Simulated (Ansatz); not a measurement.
Total energies of C9H21NO (relaxed from a model of N-butyl-N-methylpyrrolidinium hydroxide, whose bonding it doesn't keep) from Ansatz at PBE0-D4/def2-TZVP, gas phase (1 Eh = 27.2114 eV = 2625.5 kJ/mol). The reference geometry is relaxed at PBE0-D4/def2-SVP.

```tsv
state	geometry	energy (Eh)
charge 0 singlet	reference	-485.11168
charge 1 doublet	reference	-484.87938
charge -1 doublet	reference	-485.04382
charge -1 doublet	relaxed at PBE0-D4/def2-SVP	-485.05368
free C atom (triplet)	–	-37.80537
free N atom (quartet)	–	-54.54382
free H atom (doublet)	–	-0.50104
free O atom (triplet)	–	-75.01860
```

Problem. Work out the vertical ionisation energy to the doublet.

Solution. E(charge 1 doublet) − E(charge 0 singlet) = -484.87938 − (-485.11168) = 0.23230 Eh = 6.32 eV. For comparison, −ε of the highest occupied level is 4.56 eV at this level, 1.76 eV less.

Problem. Work out the vertical electron affinity, to the doublet.

Solution. E(charge 0 singlet) − E(charge -1 doublet) = -485.11168 − (-485.04382) = -0.06786 Eh = -1.85 eV; negative, so the extra electron isn't bound. The basis lacks diffuse functions, which makes affinities too small.

Problem. Give the fundamental gap IE − EA, the Mulliken electronegativity (IE + EA)/2 and the hardness (IE − EA)/2.

Solution. From the values in Eh: IE − EA = 0.23230 − (-0.06786) = 0.30016 Eh = 8.17 eV; (IE + EA)/2 = 2.24 eV; (IE − EA)/2 = 4.08 eV. The HOMO–LUMO gap of the same run is 5.28 eV, 2.89 eV smaller than the fundamental gap.

Problem. How much does the charge -1 doublet relax, and what is the adiabatic electron affinity?

Solution. Relaxation: -485.04382 − (-485.05368) = 0.00986 Eh = 0.27 eV. Adiabatic electron affinity: -0.05800 Eh = -1.58 eV, without zero-point energy. 

Problem. What is the binding energy per atom against free atoms?

Solution. Atoms: 9 × (-37.80537) + 1 × (-54.54382) + 21 × (-0.50104) + 1 × (-75.01860) = -480.33259 Eh. Binding: -480.33259 − (-485.11168) = 4.77909 Eh = 130.05 eV, or 4.06 eV for each of 32 atoms (no zero-point energy, no counterpoise term).

At PBE0-D4/def2-TZVP the highest occupied level of the charge -1 doublet lies above zero (up to 3.08 eV). By energy differences it is unbound by 1.85 eV (vertical, against the charge 0 singlet, at PBE0-D4/def2-TZVP) and held by the finite basis. At PBE0-D4/def2-TZVP the highest occupied level of the relaxed charge -1 doublet lies above zero (up to 2.58 eV). By energy differences it is unbound by 1.58 eV (each at its own geometry, against the charge 0 singlet, at PBE0-D4/def2-TZVP) and held by the finite basis.
